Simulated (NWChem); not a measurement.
System: CH5B; SMILES BC

NWChem printed, in part:

```
             Northwest Computational Chemistry Package (NWChem) 7.3.0
             --------------------------------------------------------

 C1  symmetry detected

                             Geometry "geometry" -> ""
                             -------------------------

 Output coordinates in angstroms (scale by  1.889725989 to convert to a.u.)

  No.       Tag          Charge          X              Y              Z
 ---- ---------------- ---------- -------------- -------------- --------------
    1 B                    5.0000    -0.00090742    -0.87567599    -0.01857022
    2 H                    1.0000     1.02810971    -1.48990209     0.01178725
    3 H                    1.0000    -1.02583767    -1.49645228     0.01226458
    4 C                    6.0000    -0.00146110     0.68488482    -0.01609647
    5 H                    1.0000     0.03888605     0.96395239     1.05451070
    6 H                    1.0000    -0.91009028     1.14857934    -0.41483573
    7 H                    1.0000     0.88223589     1.14289365    -0.47429689

 Effective nuclear repulsion energy (a.u.)      31.7213164431

                                 NWChem DFT Module
                                 -----------------

 Summary of "ao basis" -> "ao basis" (spherical)
 ------------------------------------------------------------------------------
       Tag                 Description            Shells   Functions and Types
 ---------------- ------------------------------  ------  ---------------------
 B                           6-31g*                  6       14   3s2p1d
 H                           6-31g*                  2        2   2s
 C                           6-31g*                  6       14   3s2p1d

            General Information
            -------------------
          SCF calculation type: DFT
          Wavefunction type:  closed shell.
          No. of atoms     :     7
          No. of electrons :    16
           Alpha electrons :     8
            Beta electrons :     8
          Charge           :     0
          Spin multiplicity:     1
          Use of symmetry is: off; symmetry adaption is: off
          Maximum number of iterations: 150
          AO basis - number of functions:    38
                     number of shells:    22
          Convergence on energy requested:  1.00D-06
          Convergence on density requested:  1.00D-05
          Convergence on gradient requested:  5.00D-04

              XC Information
              --------------
                        BHLYP Method XC Functional
                     Hartree-Fock (Exact) Exchange  0.500
                        Slater Exchange Functional  0.500 local
                    Becke 1988 Exchange Functional  0.500 non-local
              Lee-Yang-Parr Correlation Functional  1.000

             Grid Information
             ----------------
          Grid used for XC integration:  medium
          Radial quadrature: Mura-Knowles
          Angular quadrature: Lebedev.
          Tag              B.-S. Rad. Rad. Pts. Rad. Cut. Ang. Pts.
          ---              ---------- --------- --------- ---------
          B                   0.85       49           7.0       434
          H                   0.35       45           9.0       434
          C                   0.70       49           8.0       434
          Grid pruning is: on
          Number of quadrature shells:   323
          Spatial weights used:  Erf1

      Superposition of Atomic Density Guess
      -------------------------------------

 Sum of atomic energies:         -64.67750534

      Non-variational initial energy
      ------------------------------

 Total energy =     -65.686123
 1-e energy   =    -147.610883
 2-e energy   =      50.203443
 HOMO         =      -0.366833
 LUMO         =      -0.006748

     ---------------------------------------------
      Total Density - Mulliken Population Analysis
     ---------------------------------------------

    Atom       Charge   Shell Charges
 -----------   ------   -------------------------------------------------------
    1 B    5     4.78   2.00  0.64  1.13  0.54  0.44  0.04
    2 H    1     1.03   0.50  0.53
    3 H    1     1.03   0.50  0.53
    4 C    6     6.91   2.00  0.73  2.13  0.69  1.34  0.02
    5 H    1     0.74   0.44  0.30
    6 H    1     0.76   0.46  0.30
    7 H    1     0.75   0.46  0.30

   convergence    iter        energy       DeltaE   RMS-Dens  Diis-err
 ---------------- ----- ----------------- --------- --------- ---------
 d= 0,ls=0.0,diis     1    -65.8731372228 -9.76D+01  7.99D-03  1.25D-01
 d= 0,ls=0.0,diis     2    -65.8941430566 -2.10D-02  2.15D-03  1.01D-02
 d= 0,ls=0.0,diis     3    -65.8952900394 -1.15D-03  9.51D-04  2.92D-03
 d= 0,ls=0.0,diis     4    -65.8956795991 -3.90D-04  1.59D-04  4.92D-05
 d= 0,ls=0.0,diis     5    -65.8956869704 -7.37D-06  3.68D-05  2.11D-06
 d= 0,ls=0.0,diis     6    -65.8956873784 -4.08D-07  7.82D-06  6.25D-08

         Total DFT energy =      -65.895687378387
      One electron energy =     -149.596253118170
           Coulomb energy =       63.285332121492
    Exchange-Corr. energy =      -11.306082824812
 Nuclear repulsion energy =       31.721316443102

 Numeric. integr. density =       16.000002030737

                       DFT Final Molecular Orbital Analysis
                       ------------------------------------

[...]
```

Level: BHandHLYP/6-31G* (spherical d). All runs use the structure optimised with B3LYP/6-31G* (spherical d).

Task: Reconstruct the input file.

Result: One answer among several that fit: the input that was run:
```
start job
memory heap 200 mb stack 900 mb global 1100 mb
geometry units angstroms noautoz
  B     -0.001087    -0.870873    -0.017735
  H      1.028133    -1.484505     0.017386
  H     -1.025811    -1.491613     0.019929
  C     -0.002080     0.689642    -0.029918
  H      0.039230     0.978764     1.037981
  H     -0.911228     1.149322    -0.432108
  H      0.881041     1.143569    -0.493262
end
basis spherical
  * library 6-31g*
end
dft
  xc bhlyp
  iterations 150
  mulliken
end
task dft energy
```
